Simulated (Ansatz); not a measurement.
Reaction (redistribution): `O[SiH2][AlH][SiH3]` + `FB(F)O[SiH3]` → `O[SiH2]B(F)F` + `[SiH3][O][AlH][SiH3]`

Program: Ansatz. Geometries: PBE0-D4/def2-TZVP. ΔE: electronic, gas phase. CCSD(T)/CBS is the MP2 limit (def2-TZVPP, def2-QZVPP) plus CCSD(T) − MP2 in def2-TZVPP, frozen cores. DFT in def2-TZVPP. B3LYP here is the variant with VWN-RPA as its local correlation; programs differ in this. One conformer a species, not always the lowest.

`O[SiH2][AlH][SiH3]`:

Cartesian coordinates in Å:
```
O -2.284 -0.350 -0.783
Si -0.917 -0.834 -1.595
Al 1.135 0.011 -0.514
Si 0.966 0.897 1.778
H -2.256 -0.382 0.174
H -1.092 -0.325 -2.983
H -0.860 -2.328 -1.697
H 2.550 -0.006 -1.244
H -0.364 0.597 2.389
H 2.004 0.338 2.691
H 1.117 2.382 1.786
```

`FB(F)O[SiH3]`:

Z-matrix (Å, degrees):
```
Si
O 1 1.661
H 1 1.483 2 109.6
H 1 1.483 2 109.6 3 121.0
H 1 1.479 2 106.3 3 -119.5
B 2 1.339 1 133.7 3 -60.4
F 6 1.328 2 121.9 1 -0.1
F 6 1.319 2 120.5 1 179.9
```

`O[SiH2]B(F)F`:

Cartesian coordinates in Å:
```
O 0.930 0.392 -1.515
Si 0.724 0.244 0.113
B -1.081 -0.587 0.571
F -1.380 -0.991 1.791
F -2.028 -0.732 -0.341
H 0.199 0.733 -2.033
H 1.828 -0.617 0.600
H 0.808 1.558 0.814
```

`[SiH3][O][AlH][SiH3]`:

Cartesian coordinates in Å:
```
Si -1.426 -0.705 -1.798
O -1.071 -0.603 -0.215
Al -0.349 -0.262 1.270
Si 1.784 0.948 1.262
H -0.449 0.073 -2.609
H -1.383 -2.126 -2.235
H -2.788 -0.163 -2.047
H -1.104 -0.771 2.565
H 2.024 1.656 -0.026
H 1.846 1.953 2.361
H 2.917 -0.001 1.473
```

```
             level  ΔE (kJ/mol)
         r2SCAN-D4        -11.1
             B3LYP        -16.8
     HF/def2-TZVPP        -11.9
SCS-MP2/def2-TZVPP        -22.0
CCSD(T)/def2-TZVPP        -14.5
     HF/def2-QZVPP        -13.1
SCS-MP2/def2-QZVPP        -22.8
     MP2/CBS(def2)        -22.0
```

Problem. What does CCSD(T)/CBS give? (Estimate.)

Solution. Computed: -15.7 kJ/mol. The listed levels differ from it by 4.6, -1.1, 3.8, -6.3, 1.2, 2.6, -7.1, -6.3 kJ/mol.

Largest T1 diagnostic among the species: 0.013.
